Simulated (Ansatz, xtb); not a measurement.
Ranking isomers of CH2FSSn

3 gas-phase structures of CH2FSSn, found in a search over its isomers (lower ones may exist). Each was relaxed with GFN2-xTB:

A. a doublet given by its coordinates
B. `F[CH2][Sn]=[S]`, a doublet
C. a doublet given by its coordinates

C (Å):

```yaml
atoms:
  - { symbol: C, position_ang: [-0.0103, 1.7904, 0.6327] }
  - { symbol: F, position_ang: [2.0644, -0.5751, 1.4833] }
  - { symbol: S, position_ang: [-0.8112, 0.4548, -0.0352] }
  - { symbol: Sn, position_ang: [0.5665, -1.5555, 0.4631] }
  - { symbol: H, position_ang: [0.9202, 1.6725, 1.1533] }
  - { symbol: H, position_ang: [-0.4716, 2.7481, 0.5114] }
```

Close contacts (Å): C1–S3 1.69, F2–Sn4 2.06, S3–Sn4 2.49, C1–H5 1.07, C1–H6 1.07.

A (Å):

```xyz
6

C     1.2547    0.6301    0.6120
F    -1.6117    2.1075    0.4907
S     0.6490   -0.1318    2.0440
Sn   -1.2213    0.0862    0.3359
H     1.1556    1.7065    0.5427
H     2.1610    0.2088    0.2027
```

Close contacts (Å): C1–S3 1.73, C1–Sn4 2.55, F2–Sn4 2.06, S3–Sn4 2.54, C1–H5 1.08, C1–H6 1.08.

Question: Which do you expect lowest at r2SCAN-D4/def2-SVP, and how would the others follow?

Answer: Calculated order at r2SCAN-D4/def2-SVP: C (0.0), A (5.5), B (26.4) kcal/mol.

Energies above the lowest of each column, in kcal/mol; the last columns are at PBE-D3(BJ)/def2-SVP geometries and were run for some of them only (a dash: not run or not comparable):

```csv
structure,GFN2-xTB,HF/STO-3G,r2SCAN-D4/def2-SVP,PBE-D3(BJ)/def2-SVP,CCSD(T)/def2-SVP + ΔMP2/def2-TZVPP
C,0.4,14.4,0.0,0.0,1.0
A,0.0,24.5,5.5,3.3,0.0
B,18.8,0.0,26.4,–,–
```

CCSD(T)/def2-SVP + ΔMP2/def2-TZVPP puts A lowest of those it was run on, with C within 1 kcal/mol; HF/STO-3G picks B. CCSD(T)/def2-SVP + ΔMP2/def2-TZVPP orders those it was run on as A (0.0), C (1.0) kcal/mol. Less than 1 kcal/mol parts A and C, so the order within that pair means little. Some further structures that were screened fall inside this span and aren't listed. Flexible structures stand in one conformer each, not always the lowest. Frequencies (PBE-D3(BJ)/def2-SVP) were run for A, C alone. Open shells are spin-unrestricted, some with notable spin contamination. Atoms past krypton carry core potentials in the def2 sets, without spin–orbit terms. ΔMP2 is the change of the MP2 energy from the smaller to the larger basis.

Programs: Ansatz 0.2.0, xtb 6.7.1.
